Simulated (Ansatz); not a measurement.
`CCC(=O)CC(=O)CC` + H₂ → `CCC(=O)CC(C)=O` + CH₄  (hydrogenolysis of a C–C bond)

Gas-phase electronic energies from Ansatz, PBE0-D4/def2-TZVP geometries. CCSD(T)/CBS adds triple-zeta CCSD(T) − MP2 to the extrapolated MP2 energy (def2 sets, frozen cores). This one scheme is used for every species. DFT in def2-TZVPP. One conformer a species, not always the lowest.

```
    level  ΔE (eV)
r2SCAN-D4    -0.69
      PBE    -0.73
```

What does CCSD(T)/CBS give? (Estimate.)

Ansatz gave: -0.67 eV. The listed levels differ from it by -0.02, -0.06 eV.

Largest T1 diagnostic among the species: 0.014.

The D4 term adds +0.09 eV with B3LYP and +0.05 eV with PBE0; it sums over pairs of atoms, weighted by their polarisabilities, and B3LYP, whose exchange is more repulsive, gets the larger term. In def2-TZVPP, CCSD(T) changes the Hartree–Fock value by +0.20 eV (the triples alone add +0.04 eV) and MP2 by +0.23 eV.

B3LYP here is the variant with VWN-RPA as its local correlation; programs differ in this.
